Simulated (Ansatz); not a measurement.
Input for Ansatz (development build ahead of 0.2.0):

```yaml
crystal:
  periodic: [false, false, false]
  atoms:
    - { symbol: Be, position_ang: [0.02933, -0.02711, -0.90395] }
    - { symbol: S, position_ang: [-0.01927, 0.00501, 0.88816] }
basis:
  gaussian: { orbitals: def2-SVP }
total_charge: 1
magnetization:
  spin_polarized: true
  initial_magnetization: 1
hamiltonian:
  xc: hf
correlation:
  method: ccsd_t
  frozen_orbitals: { Be: 0, S: 5 }
scf:
  omitted_lower_state_checks: [stability, starts, atomic_configurations, cluster_reference, orbital_swaps, given_window_search, neighbouring_geometries, increment]
```

The input is written out in the form of the current development build from the run's settings.

The run gave:

```json
{"Converged": "yes", "Reference energy": "-411.69033 hartree", "Correlation energy": "-0.13800 hartree", "Total energy": "-411.82833 hartree"}
```
